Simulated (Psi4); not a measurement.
C$_{3}$H$_{9}$In, singlet, geometry from GFN2-xTB (such geometries of metal compounds can be far from the true shape) (all electrons, no relativity); B3LYP/STO-3G (Psi4).

Input for Psi4:
```
memory 2 GB

molecule {
0 1
  In   -0.00027071    0.00058834   -0.00069908
  C    -1.54741402   -1.60362658   -0.25516667
  H    -1.47645898   -2.03150186   -1.25510468
  H    -2.54532539   -1.18425536   -0.13021367
  H    -1.39904443   -2.39480853    0.47847392
  C    -0.16211960    1.91699700   -1.15548571
  H     0.80256149    2.17280153   -1.59247574
  H    -0.46352417    2.72452625   -0.48838330
  H    -0.90066120    1.82322629   -1.95032013
  C     1.71103614   -0.31596421    1.41393740
  H     2.33646867    0.57422770    1.46297261
  H     2.31750483   -1.15712290    1.07865522
  H     1.33272866   -0.54035921    2.41094086
}

set basis sto-3g
set scf_type pk

energy('b3lyp')
print_variables()
```

Task: Predict the main parts of the log of this Psi4 run.

Result: 
```
   => Loading Basis Set <=

    Name: STO-3G
    Role: ORBITAL
    Keyword: BASIS

         ---------------------------------------------------------
                                   SCF
               by Justin Turney, Rob Parrish, Andy Simmonett
                          and Daniel G. A. Smith
                              RKS Reference
         ---------------------------------------------------------

  ==> Geometry <==

    Molecular point group: c1
    Full point group: C1

    Geometry (in Angstrom), charge = 0, multiplicity = 1:

       Center              X                  Y                   Z               Mass
    ------------   -----------------  -----------------  -----------------  -----------------
         IN          -0.000215747069     0.000443896987    -0.000535004538   114.903878776000
         C           -1.547359057069    -1.603771023013    -0.255002594538    12.000000000000
         H           -1.476404017069    -2.031646303013    -1.254940604538     1.007825032230
         H           -2.545270427069    -1.184399803013    -0.130049594538     1.007825032230
         H           -1.398989467069    -2.394952973013     0.478637995462     1.007825032230
         C           -0.162064637069     1.916852556987    -1.155321634538    12.000000000000
         H            0.802616452931     2.172657086987    -1.592311664538     1.007825032230
         H           -0.463469207069     2.724381806987    -0.488219224538     1.007825032230
         H           -0.900606237069     1.823081846987    -1.950156054538     1.007825032230
         C            1.711091102931    -0.316108653013     1.414101475462    12.000000000000
         H            2.336523632931     0.574083256987     1.463136685462     1.007825032230
         H            2.317559792931    -1.157267343013     1.078819295462     1.007825032230
         H            1.332783622931    -0.540503653013     2.411104935462     1.007825032230

  Running in c1 symmetry.

  Rotational constants: A =      0.13122  B =      0.13063  C =      0.06796 [cm^-1]
  Rotational constants: A =   3933.96009  B =   3916.23188  C =   2037.29022 [MHz]
  Nuclear repulsion =  351.082415275986818

  Charge       = 0
  Multiplicity = 1
  Electrons    = 76
  Nalpha       = 38
  Nbeta        = 38

  ==> Algorithm <==

  SCF Algorithm Type is PK.
  DIIS enabled.
  MOM disabled.
  Fractional occupation disabled.
  Guess Type is SAD.
  Energy threshold   = 1.00e-06
  Density threshold  = 1.00e-06
  Integral threshold = 1.00e-12

  ==> Primary Basis <==

  Basis Set: STO-3G
    Blend: STO-3G
    Number of shells: 29
    Number of basis functions: 51
    Number of Cartesian functions: 53
    Spherical Harmonics?: true
    Max angular momentum: 2

  ==> DFT Potential <==

   => LibXC <=

    Version 7.1.2
    S. Lehtola, C. Steigemann, M. J. T. Oliveira, and M. A. L. Marques,  SoftwareX 7, 1–5 (2018) (10.1016/j.softx.2017.11.002)

   => Composite Functional: B3LYP <=

    B3LYP Hyb-GGA Exchange-Correlation Functional

    P. J. Stephens, F. J. Devlin, C. F. Chabalowski, and M. J. Frisch,  J. Phys. Chem. 98, 11623 (1994) (10.1021/j100096a001)

    Deriv               =              1
    GGA                 =           TRUE
    Meta                =          FALSE

    Exchange Hybrid     =           TRUE
    MP2 Hybrid          =          FALSE

   => Exchange Functionals <=

    0.0800   Slater exchange
    0.7200         Becke 88

   => Exact (HF) Exchange <=

    0.2000               HF

   => Correlation Functionals <=

    0.1900   Vosko, Wilk & Nusair (VWN5_RPA)
    0.8100   Lee, Yang & Parr

   => LibXC Density Thresholds  <==

    XC_HYB_GGA_XC_B3LYP:  1.00E-15

   => Molecular Quadrature <=

    Radial Scheme          =       TREUTLER
    Pruning Scheme         =           NONE
    Nuclear Scheme         =       TREUTLER

    Blocking Scheme        =         OCTREE
    BS radius alpha        =              1
    Pruning alpha          =              1
    Radial Points          =             75
    Spherical Points       =            302
    Total Points           =         277999
    Total Blocks           =           2129
    Max Points             =            256
    Max Functions          =             49
    Weights Tolerance      =       1.00E-15

  ==> Integral Setup <==

  Using in-core PK algorithm.
   Calculation information:
      Number of atoms:                  13
      Number of AO shells:              29
      Number of primitives:             87
      Number of atomic orbitals:        53
      Number of basis functions:        51

      Integral cutoff                 1.00e-12
      Number of threads:                 1

  Performing in-core PK
  Using 1759602 doubles for integral storage.
  We computed 85642 shell quartets total.
  Whereas there are 94830 unique shell quartets.

  ==> DiskJK: Disk-Based J/K Matrices <==

    J tasked:                  Yes
    K tasked:                  Yes
    wK tasked:                  No
    Schwarz Cutoff:          1E-12

  Minimum eigenvalue in the overlap matrix is 2.3710335144E-01.
  Reciprocal condition number of the overlap matrix is 1.0403827204E-01.
    Using symmetric orthogonalization.

  ==> Pre-Iterations <==

  SCF Guess: Superposition of Atomic Densities via on-the-fly atomic UHF (no occupation information).

   -------------------------
    Irrep   Nso     Nmo
   -------------------------
     A         51      51
   -------------------------
    Total      51      51
   -------------------------

  ==> Iterations <==

                        Total Energy        Delta E     RMS |[F,P]|

   @RKS iter SAD: -5798.90826658764672   -5.79891e+03   0.00000e+00
   @RKS iter   1: -5802.87931671762090   -3.97105e+00   1.07557e-02 DIIS/ADIIS
   @RKS iter   2: -5802.98190574991622   -1.02589e-01   9.93081e-03 DIIS/ADIIS
   @RKS iter   3: -5803.18531354702463   -2.03408e-01   1.30098e-03 DIIS/ADIIS
   @RKS iter   4: -5803.18788375974873   -2.57021e-03   3.14464e-04 DIIS/ADIIS
   @RKS iter   5: -5803.18806032947941   -1.76570e-04   3.79007e-05 DIIS
   @RKS iter   6: -5803.18806351548301   -3.18600e-06   1.51945e-06 DIIS
   @RKS iter   7: -5803.18806351885542   -3.37241e-09   1.43122e-06 DIIS
   @RKS iter   8: -5803.18806352244883   -3.59341e-09   8.91926e-08 DIIS
  Energy and wave function converged.

  ==> Post-Iterations <==

   Electrons on quadrature grid:
      Ntotal   =   75.9999927951 ; deviation = -7.205e-06

    Orbital Energies [Eh]
    ---------------------

    Doubly Occupied:

       1A   -976.577208     2A   -141.745914     3A   -134.595147
       4A   -134.592900     5A   -134.592895     6A    -25.729176
       7A    -23.085735     8A    -23.077149     9A    -23.077143
      10A    -15.432895    11A    -15.430661    12A    -15.430660
      13A    -15.424436    14A    -15.424435    15A     -9.930428
      16A     -9.930288    17A     -9.930181    18A     -3.526178
      19A     -2.482681    20A     -2.462260    21A     -2.462250
      22A     -0.617313    23A     -0.612115    24A     -0.612000
      25A     -0.338880    26A     -0.338652    27A     -0.338468
      28A     -0.336071    29A     -0.335919    30A     -0.330594
      31A     -0.274587    32A     -0.242524    33A     -0.242368
      34A     -0.227839    35A     -0.223592    36A     -0.223555
      37A     -0.146619    38A     -0.146308

    Virtual:

      39A      0.074552    40A      0.171305    41A      0.325152
      42A      0.326055    43A      0.490724    44A      0.490895
      45A      0.495462    46A      0.500105    47A      0.506516
      48A      0.506583    49A      0.518445    50A      0.522783
      51A      0.523040

    Final Occupation by Irrep:
              A
    DOCC [    38 ]
    NA   [    38 ]
    NB   [    38 ]

  @RKS Final Energy: -5803.18806352244883

   => Energetics <=

    Nuclear Repulsion Energy =            351.0824152759868184
    One-Electron Energy =               -8728.3424221725472307
    Two-Electron Energy =                2715.7278332277815025
    DFT Exchange-Correlation Energy =    -141.6558898536697484
    Empirical Dispersion Energy =           0.0000000000000000
    VV10 Nonlocal Energy =                  0.0000000000000000
    Total Energy =                      -5803.1880635224479192

Computation Completed

Properties will be evaluated at   0.000000,   0.000000,   0.000000 [a0]

Properties computed using the SCF density matrix

 Multipole Moments:

 ------------------------------------------------------------------------------------
     Multipole            Electronic (a.u.)      Nuclear  (a.u.)        Total (a.u.)
 ------------------------------------------------------------------------------------

 L = 1.  Multiply by 2.5417464519 to convert [e a0] to [Debye]
 Dipole X            :         -0.0097236            0.0078934           -0.0018302
 Dipole Y            :          0.0222444           -0.0207451            0.0014993
 Dipole Z            :         -0.0258711            0.0235649           -0.0023062
 Magnitude           :                                                    0.0033040

 ------------------------------------------------------------------------------------

  Variable Map:
  ----------------------------------------------------------------------------
  "CURRENT ENERGY"              =>   -5803.188063522449
  "CURRENT REFERENCE ENERGY"    =>   -5803.188063522449
  "DD SOLVATION ENERGY"         =>       0.000000000000
  "DFT FUNCTIONAL TOTAL ENERGY" =>   -5803.188063522448
  "DFT TOTAL ENERGY"            =>   -5803.188063522448
  "DFT VV10 ENERGY"             =>       0.000000000000
  "DFT XC ENERGY"               =>    -141.655889853670
  "GRID ELECTRONS ALPHA"        =>      37.999996397536
  "GRID ELECTRONS BETA"         =>      37.999996397536
  "GRID ELECTRONS TOTAL"        =>      75.999992795071
  "NUCLEAR REPULSION ENERGY"    =>     351.082415275987
  "ONE-ELECTRON ENERGY"         =>   -8728.342422172547
  "PCM POLARIZATION ENERGY"     =>       0.000000000000
  "PE ENERGY"                   =>       0.000000000000
  "SCF ITERATION ENERGY"        =>   -5803.188063522449
  "SCF ITERATIONS"              =>       8.000000000000
  "SCF TOTAL ENERGY"            =>   -5803.188063522449
  "TWO-ELECTRON ENERGY"         =>    2715.727833227782
  "XC GRID RADIAL POINTS"       =>      75.000000000000
  "XC GRID SPHERICAL POINTS"    =>     302.000000000000
  "XC GRID TOTAL POINTS"        =>  277999.000000000000

  Array Variable Map:
  ----------------------------------------------------------------------------
  "CURRENT DIPOLE"              =>      -0.001830236348 ... -0.002306164379 1 by 3
  "SCF DIPOLE"                  =>      -0.001830236348 ... -0.002306164379 1 by 3
  "SCF TOTAL ENERGIES"          =>   -5798.908266587647 ... -5803.188063522449 1 by 9
```
